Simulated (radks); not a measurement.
Fractional charge and spin in the 1s shell of beryllium: the spin-up occupation runs from 0 to 1 and the spin-down occupation from 0 to 1; the fullest corner is Be2+, 1s(up 1, down 1). Calculated with a radial shooting solver on a logarithmic mesh with Libxc functionals: non-relativistic Kohn-Sham, PBEsol, spin-polarised, spherical densities, point nucleus. Energy (eV) minus the two flat planes that join the four corners (they meet along the diagonal where the two added fractions sum to one electron); zero is where a piecewise linear energy would lie.

\begin{tabular}{lrrrrr}
down \ up & 0 & 0.25 & 0.5 & 0.75 & 1 \\ \hline
0 & 0.000 & -3.845 & -5.660 & -4.456 & 0.000 \\
0.25 & -3.845 & -3.511 & -1.180 & 4.075 & -3.356 \\
0.5 & -5.660 & -1.180 & 5.237 & -1.352 & -4.911 \\
0.75 & -4.456 & 4.075 & -1.352 & -4.060 & -3.854 \\
1 & 0.000 & -3.356 & -4.911 & -3.854 & 0.000 \\
\end{tabular}

Corners above the fullest one (they belong to Be3+ and the next ion): (up 1, down 0) 152.47 eV, (up 0, down 1) 152.47 eV, (up 0, down 0) 368.27 eV. With half an added electron in each spin the energy lies 5.237 eV from the planes (fractional-spin error, the static-correlation error of a stretched bond), and with half an added electron in spin up alone -5.660 eV (fractional-charge error). For a frontier s shell over closed shells the exact functional lies on the planes.
